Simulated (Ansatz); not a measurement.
`N=C(O)[NH][AlH2]`. Total charge 0; spin multiplicity 1. All single points use the PBE0-D4/def2-TZVP geometry. It is one conformer, not always the lowest.

```xyz
10

N    -0.347    0.124   -1.693
C     0.221    0.649   -0.689
O     0.887    1.813   -0.840
N     0.283    0.212    0.616
Al   -0.428   -1.263    1.347
H    -0.815   -0.746   -1.464
H     0.793    2.042   -1.773
H     0.814    0.853    1.190
H    -1.251   -2.237    0.418
H    -0.156   -1.448    2.889
```

Question: What is the dipole moment at B3LYP/def2-TZVPP? (Best estimate.)

Answer: Computed: 1.98 D, with components (0.30, -0.31, 1.94) D in this frame, pointing from negative to positive charge.

Question: And with PBE, r2SCAN, ωB97M-V? (Estimate.)

Answer: The calculation gave: PBE 1.85 D, r2SCAN 1.94 D, ωB97M-V 2.02 D.

Question: Give the Mulliken charges with B3LYP, ωB97M-V, PBE in def2-TZVPP. (Best estimate.)

Answer: Ansatz gave: 
```json
{"atom": "N1", "B3LYP": "-0.34", "ωB97M-V": "-0.35", "PBE": "-0.32"}
{"atom": "C2", "B3LYP": "0.26", "ωB97M-V": "0.30", "PBE": "0.18"}
{"atom": "O3", "B3LYP": "-0.30", "ωB97M-V": "-0.29", "PBE": "-0.26"}
{"atom": "N4", "B3LYP": "-0.29", "ωB97M-V": "-0.29", "PBE": "-0.24"}
{"atom": "Al5", "B3LYP": "0.45", "ωB97M-V": "0.41", "PBE": "0.37"}
{"atom": "H6", "B3LYP": "0.13", "ωB97M-V": "0.11", "PBE": "0.14"}
{"atom": "H7", "B3LYP": "0.22", "ωB97M-V": "0.21", "PBE": "0.21"}
{"atom": "H8", "B3LYP": "0.14", "ωB97M-V": "0.12", "PBE": "0.15"}
{"atom": "H9", "B3LYP": "-0.14", "ωB97M-V": "-0.12", "PBE": "-0.12"}
{"atom": "H10", "B3LYP": "-0.13", "ωB97M-V": "-0.10", "PBE": "-0.11"}
```

B3LYP here is the variant with VWN-RPA as its local correlation; programs differ in this.
